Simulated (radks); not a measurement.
The numbers below are computed, except where a source is named.
Neutral zinc inside a hard spherical wall (all orbitals vanish at R), configuration held at [Ar] 3d10 4s2 and not refilled when levels cross. Level of theory: non-relativistic Kohn-Sham, r2SCAN, spin-polarised, spherical densities, point nucleus; meta-GGA in the generalised Kohn-Sham scheme (a radial shooting solver on a logarithmic mesh with Libxc functionals). Eigenvalues in eV for spin up, with the zero of energy where the potential of the charges vanishes at infinity; a dash marks a level that is unbound or too diffuse for the functional's potential to be trusted. A positive occupied level is held by the wall or, in an anion where self-interaction has pushed it up, behind a barrier. The pressure on the wall is -dE/dV.

R (bohr),E (hartree),kinetic (hartree),e(3s),e(3p),e(3d),e(4s),"e(4p, empty)","e(5s, empty)",pressure (GPa)
free,-1779.42137,1778.174,-129.28,-85.020,-10.904,-6.059,-0.777,-,0
20,-1779.42137,1778.174,-129.28,-85.020,-10.904,-6.059,-0.777,-,< 0.0001
15,-1779.42137,1778.174,-129.28,-85.020,-10.904,-6.059,-0.776,2.342,< 0.0001
10,-1779.42127,1778.175,-129.27,-85.009,-10.893,-6.050,-0.733,3.531,0.00318
6,-1779.40354,1778.288,-128.58,-84.321,-10.221,-5.399,0.641,11.548,1.46
5,-1779.35827,1778.508,-127.58,-83.316,-9.249,-4.262,2.552,19.792,7.53
4,-1779.18750,1779.200,-125.15,-80.900,-6.928,-0.968,7.406,38.266,46.5
3,-1778.41590,1781.935,-118.40,-74.238,-0.430,10.510,22.312,88.086,419
2.5,-1777.07779,1786.398,-110.42,-66.402,7.578,27.237,42.318,148.06,1600
2,-1773.11647,1799.268,-94.089,-50.130,25.269,69.850,89.907,276.84,8070
1.5,-1757.86422,1846.522,-52.789,-7.289,73.539,203.57,228.12,609.71,62600
